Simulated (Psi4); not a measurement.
Nuclear repulsion and electron count by hand

System: CF4 (SMILES FC(F)(F)F), singlet, geometry from GFN2-xTB. Level: R2SCAN/STO-3G (Psi4). Sums are taken with unrounded values, so a last digit can differ.

Coordinates (Å):

```
atom         x         y         z
----  --------  --------  --------
C1     0.00000   0.00000   0.00000
F2     0.76157   0.76669   0.74768
F3    -0.74940  -0.75691   0.76961
F4    -0.76792   0.75064  -0.75741
F5     0.75575  -0.76042  -0.75989
```

Work out the nuclear repulsion energy and the numbers of alpha and beta electrons.

In atomic units each pair adds Z_i Z_j / r_ij, with r in bohr (1 bohr = 0.529177 Å).
| pair | r (Å) | r (bohr) | Z_i Z_j | term (Eh) |
|---|---|---|---|---|
| C1-F2 | 1.3141 | 2.4833 | 54 | 21.7455 |
| C1-F3 | 1.3141 | 2.4833 | 54 | 21.7455 |
| C1-F4 | 1.3141 | 2.4833 | 54 | 21.7455 |
| C1-F5 | 1.3141 | 2.4833 | 54 | 21.7455 |
| F2-F3 | 2.1459 | 4.0552 | 81 | 19.9746 |
| F2-F4 | 2.1459 | 4.0552 | 81 | 19.9746 |
| F2-F5 | 2.1459 | 4.0552 | 81 | 19.9746 |
| F3-F4 | 2.1459 | 4.0552 | 81 | 19.9746 |
| F3-F5 | 2.1459 | 4.0552 | 81 | 19.9746 |
| F4-F5 | 2.1459 | 4.0552 | 81 | 19.9746 |
The sum is 206.8294 Eh; Psi4 gives 206.8295 Eh. The atomic numbers add up to 42, so at charge +0 there are 42 electrons; multiplicity 1 means 0 unpaired, so 21 alpha and 21 beta.
